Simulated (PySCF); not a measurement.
**Electron correlation in As (arsenic, neutral)**

[Ar] 3d10 4s2 4p3, high-spin 4S determinant. Computed with PySCF 2.14 in jorge-DZP-DKH (8s6p2d1f, 43 functions), with the spin-free X2C one-electron Hamiltonian (Gaussian nucleus). Frozen: [Ar] 3d10; 5 electrons correlated.

MP2 pair energies summed by pair of shells (mhartree):

```tsv
pair	energy	share (%)
4s-4p	-15.44	62.6
4s-4s	-5.76	23.4
4p-4p	-3.46	14.0
```

Total MP2 correlation energy: -24.65 mhartree.

Same-spin part -5.39 and opposite-spin part -19.26 mhartree; SCS-MP2 scales them by 1/3 and 6/5 to -24.91 mhartree.

```json
{"level": "CCSD", "correlation energy (mhartree)": "-30.21"}
{"level": "(T)", "correlation energy (mhartree)": "-0.21"}
{"level": "CCSD(T)", "correlation energy (mhartree)": "-30.42"}
```

Diagnostics: T1 = 0.0031, D1 = 0.0079, largest double amplitude 0.027.

Task: Is a single reference adequate?

Result: Yes, within this model without spin-orbit coupling: T1 lies below 0.03 and no double amplitude reaches 0.07.
